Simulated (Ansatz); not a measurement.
The same atomization along the group B, Al, Ga, In.

Program: Ansatz. Geometries: PBE0-D4/def2-TZVP. ΔE: electronic, gas phase. CBS: MP2 limit from def2 TZ/QZ plus the TZ coupled-cluster correction, frozen cores. This one scheme is used for every species, atoms too. DFT in def2-TZVPP. B3LYP here is the variant with VWN-RPA as its local correlation; programs differ in this. Open shells (•) are unrestricted, without spin–orbit coupling. Spin–orbit coupling would lower the free atoms: a little for Al, B, Si; clearly for Ga; strongly for In. def2 core potentials past Kr. Bonds to Ga, In are less sure, by a few kJ/mol each and by 10 to 20 or more in all where they break to atoms, as the def2 sets lack core-valence functions. Scalar relativity is left out up to krypton.

```
                                 reaction  B3LYP-D4 (kcal/mol)  B97M-V (kcal/mol)  r2SCAN-D4 (kcal/mol)  CCSD/CBS(def2) (kcal/mol)  CCSD(T)/CBS(def2) (kcal/mol)
      `B[SiH2][SiH3]` → B• + 7 H• + 2 Si•                704.6              709.3                 704.4                      696.2                         701.0
`[AlH2][SiH2][SiH3]` → Al• + 7 H• + 2 Si•                638.2              650.3                 639.2                      636.4                         640.8
`[SiH3][SiH2][GaH2]` → Ga• + 7 H• + 2 Si•                624.2              635.2                 628.0                      624.4                         629.0
`[SiH3][SiH2][InH2]` → In• + 7 H• + 2 Si•                603.0              614.6                 606.1                      603.8                         608.6
```

Largest T1 diagnostic: 0.018, for Al•.

For atomizations the MP2-based limit and the directly extrapolated one differ by several kJ/mol either way, and by 10 to 25 for some Ge, Se and Sn compounds, so smaller differences from it don't rank the levels.
